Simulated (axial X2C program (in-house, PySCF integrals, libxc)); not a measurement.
Which molecule has these constants?

Computed with an in-house all-electron X2C program for linear molecules (integrals from PySCF), spin-free (one-electron X2C) or two-component (2c: spin–orbit coupling with atomic mean-field Coulomb and Gaunt terms, which also bring small scalar terms), in Dyall basis sets with cores contracted in-house; open shells are unrestricted.

A two-component PBE0 calculation in a Dyall 3-zeta basis gave Re = 1.718 Å, ωe = 645.6 cm⁻¹, De = 2.36 eV, Ω = 1.

Question: Which molecule is it?
A. MnO⁺
B. MnSe⁺
C. MnTe⁺
D. MnS⁺

Answer: A. The others have MnSe⁺ 2.280 Å and 306.8 cm⁻¹ (Ω = 1); MnS⁺ 2.144 Å and 417.5 cm⁻¹ (Ω = 1); MnTe⁺ 2.503 Å and 246.9 cm⁻¹ (Ω = 1).

Each entry is the lowest single determinant of a limited PBE0 search at one distance. De goes to single-determinant-based atoms at the same level (for ions the charge split of lowest energy) and is withheld (n/a) where an atom does not fit its ground term or J level. Main or longest-lived isotopes. One determinant is a doubtful description, or other states lie close, for MnO⁺, MnSe⁺, MnS⁺, MnTe⁺; these need not be ground states, and all values refer to the states named. Some open-shell Ω = 0 determinants are out of reach, so the Ω given for MnO⁺, MnSe⁺, MnS⁺, MnTe⁺ need not be the lowest component. With several unpaired electrons the Ω given is that of one determinant, not necessarily of the lowest component. Some light 2c atoms are not at their ground J level, so De misses part of their lowering (0.04 eV or less). The functionals have no current term, which raises determinants with orbital currents.
